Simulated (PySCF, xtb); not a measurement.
C₂H₂. Atoms are numbered in the order given.

```xyz
4

C      0.0000     0.0000     0.6040
C      0.0000     0.0000    -0.6040
H      0.0000     0.0000     1.6752
H      0.0000     0.0000    -1.6752
```

Coordinates come from a PBE-D3(BJ)/def2-TZVPD optimisation.

Level of theory: IEF-PCM-B3LYP/def2-TZVPD (PySCF 2.14.0).

The values are the electrostatic part of the solvation free energy, E(continuum) − E(gas) at the gas-phase geometry, in a cavity of scaled van der Waals radii (PySCF's table); cavitation and dispersion terms are not included. In vacuum the orbital gap is 8.52 eV. The dipole moment in vacuum is 0.00 D.

Computed values in water (ε = 78.36), cyclohexanone (ε = 15.62), benzene (ε = 2.27):
```csv
solvent,ε,ΔG(elec) (kcal/mol),dipole (D),gap (eV)
water,78.36,-3.3,0.00,8.64
cyclohexanone,15.62,-3.0,0.00,8.63
benzene,2.27,-1.4,0.00,8.57
```

For comparison, GFN2-xTB/ALPB(water) (xtb, at the GFN2-xTB geometry, all terms of that model) gives -0.9 kcal/mol.
